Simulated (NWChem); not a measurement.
## Lowest excitation of hydrogen selenide (H$_{2}$Se)

```xyz
3

Se     0.0000     0.0000     0.0571
H      1.0502     0.0000    -0.9703
H     -1.0502     0.0000    -0.9703
```
Charge 0, spin multiplicity 1.

The numbers come from NWChem runs, not from measurements. Structure: optimised with PBE0/def2-SVP, a minimum by its harmonic frequencies.

Basis set: def2-SVPD.

The Hamiltonian is non-relativistic. The correlated methods keep 9 core orbitals frozen. B3LYP has NWChem's definition, with VWN1-RPA local correlation. Coupled-cluster values serve here as a point of comparison, not as the truth.

Problem. For the lowest vertical singlet excitation energy, TD-PBE gives 5.21 eV and CIS gives 5.57 eV. What do TD-PBE0, TD-B3LYP, EOM-CCSD give?

Solution. TD-PBE0: 5.35 eV; TD-B3LYP: 5.23 eV; EOM-CCSD: 5.51 eV.
